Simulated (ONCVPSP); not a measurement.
Before and after: ONCV potential for V

ONCVPSP 4.0.1 input, shortened (lines: element, Z, core and valence counts, functional; n l f; lmax; l rc ep ncon nbas qcut; lloc lpopt rc5 dvloc0; l nproj debl; icmod fcfact rcfact), LDA (Perdew-Wang 92), scalar-relativistic:

```
  V 23.00    5    3  -001012      upf
    1    0    2.00
    2    0    2.00
    2    1    6.00
    3    0    2.00
    3    1    6.00
    3    2    3.00
    4    0    1.00
    4    1    1.00
    2
    0    2.40    0.00    4    7    3.10
    1    3.30    0.00    4    8    2.90
    2    1.20    0.00    5   10   15.00
    4    5    0.95    0.00
    0    1    3.90
    1    2    2.70
    2    2    1.90
    3    3.50    1.50
```

Change: core correction Teter function fitted to the true core (icmod 2), fcfact 0.25.

Cutoffs: the cutoffs (Ha) at which the residual kinetic energy of the hardest occupied pseudo-wave falls to 1 and 0.1 mHa per electron; they do not see the model core or the augmentation charge, which bear on the density cutoff. Errors are all-electron minus pseudo energies relative to the spin-unpolarised reference configuration.

Question: Predict the effect on cutoff, ghosts and configuration errors.

Answer: The potential gets neither clearly harder nor softer (73 Ha and 85 Ha → 73 Ha and 85 Ha); both files keep a bound ghost (s); of the 3 tests that both files solve, the error grows in 0 and shrinks in 3 by more than 15 % and 0.3 meV (median size 4.1 → 0.5 meV). A model core, the more so a compact one, raises the density cutoff, which this test does not measure.

| quantity | base | changed |
| --- | --- | --- |
| cutoff, loose | 73 Ha | 73 Ha |
| cutoff, tight | 85 Ha | 85 Ha |
| bound ghosts | s | s |
| GHOST(+) flags under 300 eV | p at 40.2 eV | p at 40.2 eV |
| tests with a reliable result | 3 of 4 | 3 of 4 |
| error for 3d3 4s2 4p0, meV [ΔE -3.41 eV] | -4.1 | -0.4 |
| error for 3d3 4s1 4p0, meV [ΔE 4.53 eV] | -6.5 | -1.4 |
| error for 3d3 4s1.5 4p0, meV [ΔE -0.23 eV] | -0.9 | -0.5 |
| s: phases at 2.44 bohr within 0.05 rad from the reference energy up to (Ha; the scan ends near 5) | 0.7 | 0.7 |
| p: phases at 3.35 bohr within 0.05 rad from the reference energy up to (Ha; the scan ends near 5) | n/a | n/a |
| d: phases at 1.22 bohr within 0.05 rad from the reference energy up to (Ha; the scan ends near 5) | to the end of the scan | to the end of the scan |
| rms error of d²Exc/dni dnj with the model core, mHa | 8.89 | 7.69 |

 A true bound ghost makes a file unfit for plane-wave use even where its test errors are small: the radial tests pick states by their node count and pass the ghost by.
